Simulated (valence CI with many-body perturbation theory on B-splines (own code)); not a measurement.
How close is CI+MBPT for Zr?

Method: relativistic CI+MBPT: four valence electrons over a frozen Dirac-Fock core [Kr], radial functions for each j: 9 s, 9 p, 10 d, 8 f, 5 g, 3 h, 1 i, with the one-electron correlation potential Σ1, the two-electron term Σ2, the three-electron term Σ3, Breit, model QED; selected CI, second order for the rest, scaled by the run's own slope (own B-spline code, finite nucleus).

Set against measurement, 42 paired levels are off by 226 cm⁻¹ on average, the worst by 361. These come from a selection out of the NIST Handbook of Basic Atomic Spectroscopic Data. Levels without a partner in it may be off by more, other configurations by 1,000 to 4,000 cm⁻¹. Among the levels kept, up to 580 cm⁻¹ of a level comes from second order outside the variational space, and about a tenth of that is noise between levels of different J, which matters for small intervals. 1 measured level below the end of the list, from 13142 cm⁻¹ on, found no clear computed partner.

Measured levels: NIST Handbook of Basic Atomic Spectroscopic Data (Sansonetti and Martin, J. Phys. Chem. Ref. Data 34, 1559 (2005)). Pairs share parity and J, and are chosen by configuration, term and nearness in energy; levels without a clear partner are left out. Energies in cm⁻¹ above the measured ground level. The last column is blank where CI alone has no clear partner.

Names give the largest LS component (configuration and term), which can be under half, so a name can repeat, a term be missing and a line seem to break the LS rules; names also repeat where a configuration has a term twice. Letters in brackets count levels of one name in rising energy.

| Computed label | Label in the source | Measured | Computed | Difference | CI alone, difference |
| --- | --- | --- | --- | --- | --- |
| 4d2 5s2 3F_2 | 4d2 5s2 a 3F | 0 | 0.0 | 0 | 0 |
| 4d2 5s2 3F_3 | 4d2 5s2 a 3F | 570.4 | 569.4 | -1 | -123 |
| 4d2 5s2 3F_4 | 4d2 5s2 a 3F | 1240.8 | 1235.0 | -6 | -260 |
| 4d2 5s2 1D_2 [a] | 4d2 5s2 a 3P | 4186.1 | 4409.9 | +224 |  |
| 4d2 5s2 3P_0 | 4d2 5s2 a 3P | 4196.9 | 4390.9 | +194 | +903 |
| 4d2 5s2 3P_1 | 4d2 5s2 a 3P | 4376.3 | 4568.9 | +193 | +869 |
| 4d3 5s 5F_1 | 4d3(b 4F) 5s a 5F | 4870.5 | 4611.8 | -259 | +5271 |
| 4d3 5s 5F_2 | 4d3(b 4F) 5s a 5F | 5023.4 | 4763.1 | -260 | +5236 |
| 4d2 5s2 1D_2 [b] | 4d2 5s2 a 1D | 5101.7 | 5315.7 | +214 |  |
| 4d3 5s 5F_3 | 4d3(b 4F) 5s a 5F | 5249.1 | 4988.6 | -260 | +5183 |
| 4d3 5s 5F_4 | 4d3(b 4F) 5s a 5F | 5540.5 | 5280.2 | -260 | +5112 |
| 4d3 5s 5F_5 | 4d3(b 4F) 5s a 5F | 5888.9 | 5628.3 | -261 | +5032 |
| 4d2 5s2 1G_4 | 4d2 5s2 a 1G | 8057.3 | 8170.1 | +113 | +250 |
| 4d3 5s 5P_1 | 4d3(b 4P) 5s a 5P | 10885.4 | 10891.9 | +7 | +4410 |
| 4d3 5s 5P_2 | 4d3(b 4P) 5s a 5P | 11016.6 | 11027.3 | +11 | +4372 |
| 4d3 5s 5P_3 | 4d3(b 4P) 5s a 5P | 11258.4 | 11267.0 | +9 | +4324 |
| 4d3 5s 3F_2 [a] | 4d3(b 4F) 5s b 3F | 11640.7 | 11304.8 | -336 | +4512 |
| 4d3 5s 3F_3 [a] | 4d3(b 4F) 5s b 3F | 11956.3 | 11641.6 | -315 | +4445 |
| 4d3 5s 3F_4 [a] | 4d3(b 4F) 5s b 3F | 12342.4 | 12079.2 | -263 | +4356 |
| 4d3 5s 3G_3 | 4d3(a 4G) 5s a 3G | 12503.4 | 12346.9 | -157 | +4289 |
| 4d3 5s 3G_4 | 4d3(a 4G) 5s a 3G | 12760.7 | 12555.5 | -205 | +4233 |
| 4d3 5s 3G_5 | 4d3(a 4G) 5s a 3G | 12772.8 | 12641.3 | -132 | +4259 |
| 4d3 5s 3D_1 | 4d3(b 2D) 5s a 3D | 14123.0 | 14205.6 | +83 | +3385 |
| 4d3 5s 3D_2 | 4d3(b 2D) 5s a 3D | 14348.8 | 14434.7 | +86 | +3338 |
| 4d3 5s 3D_3 | 4d3(b 2D) 5s a 3D | 14697.0 | 14776.2 | +79 | +3305 |
| 4d2 5s 5p 5G°_2 | 4d2 5s(a 4F) 5p z 5G° | 14783.5 | 14481.3 | -302 |  |
| 4d2 5s 5p 5G°_3 | 4d2 5s(a 4F) 5p z 5G° | 15201.3 | 14890.6 | -311 |  |
| 4d2 5s 5p 5G°_4 | 4d2 5s(a 4F) 5p z 5G° | 15720.4 | 15397.4 | -323 |  |
| 4d2 5s 5p 3F°_2 | 4d2 5s(a 4F) 5p z 3F° | 16296.5 | 16092.7 | -204 |  |
| 4d2 5s 5p 5G°_5 | 4d2 5s(a 4F) 5p z 5G° | 16317.0 | 15981.8 | -335 | -2603 |
| 4d2 5s 5p 5F°_1 | 4d2 5s(a 4F) 5p z 5F° | 16786.9 | 16469.6 | -317 |  |
| 4d2 5s 5p 3F°_3 | 4d2 5s(a 4F) 5p z 3F° | 16843.9 | 16628.6 | -215 |  |
| 4d2 5s 5p 5G°_6 | 4d2 5s(a 4F) 5p z 5G° | 16978.3 | 16632.4 | -346 | -2709 |
| 4d2 5s 5p 5F°_2 | 4d2 5s(a 4F) 5p z 5F° | 17059.6 | 16724.2 | -335 |  |
| 4d2 5s 5p 5F°_3 | 4d2 5s(a 4F) 5p z 5F° | 17422.2 | 17070.4 | -352 |  |
| 4d2 5s 5p 3F°_4 | 4d2 5s(a 4F) 5p z 3F° | 17556.3 | 17327.7 | -229 |  |
| 4d2 5s 5p 5F°_4 | 4d2 5s(a 4F) 5p z 5F° | 17833.7 | 17481.4 | -352 |  |
| 4d2 5s 5p 5F°_5 | 4d2 5s(a 4F) 5p z 5F° | 18276.9 | 17916.4 | -361 | -1691 |
| 4d2 5s 5p 5D°_0 | 4d2 5s(a 4F) 5p z 5D° | 18976.4 | 18652.5 | -324 |  |
| 4d2 5s 5p 5D°_1 | 4d2 5s(a 4F) 5p z 5D° | 19096.5 | 18780.2 | -316 |  |
| 4d2 5s 5p 5D°_2 | 4d2 5s(a 4F) 5p z 5D° | 19323.8 | 19007.0 | -317 |  |
| 4d2 5s 5p 5D°_3 | 4d2 5s(a 4F) 5p z 5D° | 19625.6 | 19304.1 | -321 | -1276 |
| 4d2 5s 5p 5D°_4 | 4d2 5s(a 4F) 5p z 5D° | 19833.8 | 19510.5 | -323 | -1279 |

Over 42 excited levels the mean absolute difference is 226 cm⁻¹, the median 260 and the largest 361. For the 27 levels that pair on every rung the mean is CI alone 3223, + Σ1 1756, + Σ2 154, + Σ3 158, + Breit 181, + QED 192. The comparison draws on a selection of the measured levels: 43 of the 68 computed ones have a partner in it, and others may be off by more.

These 1 measured levels below the end of the computed list are not counted above. Beside each stands the unpaired computed level of its name, or else the nearest of its J and parity; the gap is either an error of the method or a doubtful assignment.

```json
{"Label in the source": "4d2 5s2 a 1S", "J": "0", "Measured": "13142", "Unpaired level": "4d3 5s 3P_0 [a]", "Computed": "15632"}
```
